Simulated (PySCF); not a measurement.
Two species compared at the same levels of theory.

First species: CH8F3PSi3.
InChI=1S/CH8F3PSi3/c2-8(3,4)7(5)1-6/h7H,1,5H2,6H3/t7-/m1/s1

Second species: C5H7NOS.
SMILES: `C1[S@@](C=C[C@H]1N=C)=O`

Levels: wB97X-D/def2-SVPD for dipole moment, HOMO energy, LUMO energy, HOMO–LUMO gap, static isotropic polarisability and electronic spatial extent ⟨r²⟩ about the centre of nuclear charge; TDDFT wB97X-D/def2-SVPD for lowest singlet excitation; TDA wB97X-D/def2-SVPD for lowest triplet excitation (Tamm–Dancoff); GFN2-xTB for rotational constant A and rotational constant C. Geometries: GFN2-xTB. Each species is one conformer at its optimised geometry, gas phase, non-relativistic unless stated; the electronic structure was computed with PySCF and density fitting.

The conformers computed, where there is a choice (atom-mapped SMILES and torsion angles):
- `[F:1][Si:2]([F:3])([F:4])[Si@@H:5]([PH2:6])[CH2:7][SiH3:8]`: F1–Si2–Si5–P6 -70°, Si2–Si5–C7–Si8 64°, H–P6–Si5–Si2 -48°, H–P6–Si5–Si2 44°
- `[CH2:1]=[N:2][C@@H:3]1[CH:4]=[CH:5][S@@:6](=[O:7])[CH2:8]1`: C1–N2–C3–C4 -122°

Values for the first species:

```
Dipole moment                                                     : 3.20 D
HOMO energy                                                       : -9.78 eV
LUMO energy                                                       : 0.60 eV
HOMO–LUMO gap                                                     : 10.38 eV
Lowest singlet excitation                                         : 6.43 eV
Lowest triplet excitation (Tamm–Dancoff)                          : 5.27 eV
Static isotropic polarisability                                   : 116.9 au
Electronic spatial extent ⟨r²⟩ about the centre of nuclear charge : 2287 bohr²
Rotational constant A                                             : 0.892 GHz
Rotational constant C                                             : 0.481 GHz
```

(1) Estimate the same properties for the second species, and the change in each.

Results:

(1) 
```csv
property,first,second,second less first
dipole moment,3.20 D,3.98 D,+0.78 D
HOMO energy,-9.78 eV,-8.64 eV,+1.14 eV
LUMO energy,0.60 eV,0.69 eV,+0.09 eV
HOMO–LUMO gap,10.38 eV,9.33 eV,-1.05 eV
lowest singlet excitation,6.43 eV,4.76 eV,-1.67 eV
lowest triplet excitation (Tamm–Dancoff),5.27 eV,4.21 eV,-1.06 eV
static isotropic polarisability,116.9 au,88.2 au,-28.7 au
electronic spatial extent ⟨r²⟩ about the centre of nuclear charge,2287 bohr²,1183 bohr²,-1104 bohr²
rotational constant A,0.892 GHz,4.481 GHz,+3.589 GHz
rotational constant C,0.481 GHz,0.996 GHz,+0.515 GHz
```

On the first: The 8 singlets span 6.43 to 7.88 eV, and their oscillator strengths add up to 0.58. The principal polarisabilities are 96.2, 114.0 and 140.4 au; their mean is the isotropic value.

On the second: No computed singlet falls in the visible range (750 to 380 nm, 1.65 to 3.26 eV); S1 lies 1.50 eV above its blue end. The vertical singlet–triplet gap S1 − T1 is 0.55 eV (TDDFT singlet less Tamm–Dancoff triplet; S1: HOMO→LUMO, weight 0.69; T1: HOMO−2→LUMO, weight 0.33, beside HOMO−2→LUMO+1, weight 0.25).
